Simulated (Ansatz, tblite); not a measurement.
Removing and adding an electron: `CCCCCCCCCCB(O)O`. The state is a singlet with charge 0. Geometry: PBE-D4/def2-SVP. Ansatz, gas phase; energy differences of separate SCF runs; the oxidised species was run as a doublet alone; the reduced species was run as a doublet alone.

```xyz
36

C     2.934   -5.142   -0.433
C     2.254   -3.855   -0.903
C     3.115   -2.603   -0.695
C     2.491   -1.296   -1.203
C     1.221   -0.858   -0.463
C     0.657    0.481   -0.947
C    -0.618    0.914   -0.218
C    -1.184    2.253   -0.702
C    -2.486    2.688   -0.014
C    -2.354    2.989    1.485
B    -3.669    3.477    2.217
O    -4.853    3.493    1.512
O    -3.564    3.858    3.538
H     3.889   -5.315   -0.973
H     3.174   -5.098    0.650
H     2.293   -6.032   -0.597
H     1.994   -3.940   -1.983
H     1.284   -3.738   -0.371
H     3.352   -2.500    0.389
H     4.094   -2.757   -1.201
H     3.246   -0.483   -1.128
H     2.266   -1.394   -2.290
H     0.434   -1.638   -0.565
H     1.438   -0.793    0.628
H     1.433    1.271   -0.834
H     0.454    0.420   -2.041
H    -0.409    0.964    0.874
H    -1.396    0.125   -0.337
H    -0.413    3.046   -0.563
H    -1.356    2.192   -1.800
H    -2.884    3.588   -0.530
H    -3.261    1.903   -0.166
H    -1.991    2.093    2.039
H    -1.561    3.753    1.659
H    -5.623    3.795    2.024
H    -4.403    4.141    3.943
```

The xTB rows come from tblite. HOMO above LUMO, or a gap near zero within one spin, warns that the state may not be the lowest or that an electron is smeared out.

Task: Estimate orbital energies and vertical ionisation energies and electron affinities at: GFN1-xTB; GFN2-xTB; PBE-D4/def2-TZVP; PBE0-D4/def2-TZVP.

Result: 
```csv
level,−HOMO (eV),vertical IE (eV),−LUMO (eV),vertical EA (eV),HOMO–LUMO gap (eV),IE − EA (eV),remarks
GFN1-xTB,12.15,14.14,4.75,2.22,7.40,11.92,–
GFN2-xTB,10.91,12.83,4.25,0.12,6.67,12.70,–
PBE-D4/def2-TZVP,6.90,8.96,0.62,-1.16,6.28,10.12,"HOMO above zero (-1 doublet), gap within one spin near zero (+1 doublet), gap within one spin near zero (-1 doublet)"
PBE0-D4/def2-TZVP,8.22,9.68,-0.25,-1.54,8.47,11.22,HOMO above zero (-1 doublet)
```

   A HOMO above zero means that the electron is unbound at that level or that self-interaction error raises the level; the energy of removing that electron tells which. Raw xTB energy differences between charge states are shifted by several eV; the methods need an empirical correction for them. Sets without diffuse functions give affinities that are too small. A negative affinity means that the extra electron isn't bound; its size then hangs on the basis.
